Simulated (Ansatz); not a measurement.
C2H5O (SMILES [CH2]OC) moved off its minimum; all values from Ansatz (a program for electronic structure), cores frozen in correlated methods. Open shells are unrestricted.
(charge 0, multiplicity 2)
```xyz
8

C      1.23426    -0.17779    -0.01875
O      0.03077     0.00195     0.41715
C     -1.11623    -0.00230    -0.34905
H      1.48458     0.00225    -0.99009
H      1.99499    -0.19546     0.74508
H     -0.94227     0.80871    -1.06199
H     -1.09117    -0.67833    -0.89558
H     -2.01334     0.30167     0.27874
```

Problem. Give the forces (eV/Å), the total energy and the dipole at CCSD(T)/cc-pVTZ.

Solution. 
```csv
atom,Fx,Fy,Fz
C1,1.717,-0.992,1.018
O2,-1.722,0.229,3.955
C3,-0.116,12.778,7.018
H4,0.519,0.516,-2.719
H5,-0.031,0.028,0.060
H6,-0.614,0.756,-0.210
H7,-0.928,-12.202,-8.272
H8,1.174,-1.114,-0.850
```
Energy -154.0414 hartree, dipole 1.36 D.
